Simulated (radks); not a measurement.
Values are calculated unless marked as measured or tabulated.
Hg72+, configuration [He] 2s2 2p4 (the NIST ground configuration).

Level of theory: scalar-relativistic Kohn-Sham, BLYP, spin-polarised, spherical densities, point nucleus; open shells are filled with parallel spins first (spin-orbit coupling, left out, can overturn this in heavy ions) (a radial shooting solver on a logarithmic mesh with Libxc functionals).

Energy parts (Ry):
total: -23481.0062
kinetic: 27687.0727
electron-nucleus: -52133.6480
Hartree: 1216.8053
exchange-correlation: -251.2361

Orbitals (lengths in bohr, moments of r in powers of bohr; <r^-3> diverges for s and p1/2):
orbital  occ.  eigenvalue (Ry)  <r^-3>  <1/r>      <r>       <r^4>
1s up       1        -6676.392       -  97.78  0.01656   3.951e-07
1s down     1        -6673.754       -  97.81  0.01655   3.945e-07
2s up       1        -1593.949       -  23.53  0.06826  0.00005176
2s down     1        -1589.612       -  23.49  0.06833  0.00005200
2p up       3        -1451.723   28490  20.81  0.06133  0.00004068
2p down     1        -1446.703   28430  20.79  0.06142  0.00004096
3s up       0        -670.5630       -  9.612   0.1634    0.001360
3s down     0        -669.3246       -  9.584   0.1638    0.001375
3p up       0        -628.7765    8269  8.832   0.1606    0.001351
3p down     0        -627.4346    8227  8.807   0.1611    0.001368

The highest occupied level is 2p down at -19683.4 eV. The density falls to 0.001 e/bohr^3 at r = 0.29 bohr. Summed over all electrons, <r^2> = 0.03010 bohr^2, which gives a Langevin (diamagnetic) susceptibility term of -0.0238 x 10^-6 cm^3/mol.
